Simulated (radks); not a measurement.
Q: The table gives one normalised radial function P(r) = r R(r) of Nd58+ in [He] (r in bohr). Calculated with a radial shooting solver on a logarithmic mesh with Libxc functionals: scalar-relativistic Kohn-Sham, SCAN, spin-polarised, spherical densities, finite nucleus; meta-GGA in the generalised Kohn-Sham scheme; Fermi nuclear charge, rms radius 4.9123 fm.

r	P
0.001523	1.6655
0.001773	1.8811
0.002048	2.1063
0.002384	2.3667
0.002775	2.6504
0.00323	2.9568
0.003731	3.2662
0.004343	3.6097
0.005056	3.9653
0.005839	4.3068
0.006798	4.6622
0.007914	4.9997
0.009213	5.3034
0.01064	5.5428
0.01239	5.7247
0.01442	5.8125
0.01679	5.7856
0.01939	5.6391
0.02257	5.3474
0.02628	4.9159
0.03059	4.3590
0.03533	3.7423
0.04113	3.0384
0.04788	2.3315
0.05529	1.7077
0.06437	1.1416
0.07494	0.6987
0.08724	0.3858

Which n and l does it have? It may be an empty orbital.

A: n = 1, l = 0: the number of nodes gives n - l - 1 = 0, the rise at small r (about r^(l+1), flatter next to the nucleus through relativity) gives l, and the extent must fit the shell. The curve is that of 1s. 1s: eigenvalue -50126 eV, 0 radial nodes, <r> = 0.0235 bohr, 90 % of the charge inside 0.0423 bohr.
